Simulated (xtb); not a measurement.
C4H4BNO, SMILES C#C[C@@H]1N=CB1O. All values are semi-empirical tight-binding results from xtb (GFN2-xTB unless named), good for trends rather than for accurate numbers. Coordinates come from a GFN2-xTB optimisation. The structure was generated by enumeration; whether it is a known compound was not checked. One conformer was computed; it need not be the lowest.

| Quantity | Value |
|---|---|
| orbital gap | 2.75 eV |
| dipole moment | 2.77 D |
| zero-point energy | 45.8 kcal/mol |
| G − E(el) at 298.15 K (modified RRHO) | 26.4 kcal/mol |
| static polarisability (D4 model) | 62.8 bohr³ |
| solvation energy, GFN2-xTB/ALPB(water) | -7.7 kcal/mol |
| solvation energy, GFN2-xTB/ALPB(ether) | -9.4 kcal/mol |

Computed IR lines (harmonic; lines under 4 % of the strongest left out, lines within 3 cm⁻¹ merged):
ν (cm⁻¹): 463 (w), 606 (m), 635 (m), 639 (w), 782 (m), 892 (m), 1010 (m), 1050 (m), 1106 (w), 1177 (m), 1405 (vs), 1604 (w), 2946 (w), 3088 (m), 3582 (w) (against the strongest line: vs over 80 %, s over 45 %, m over 15 %, w over 4 %, vw less)
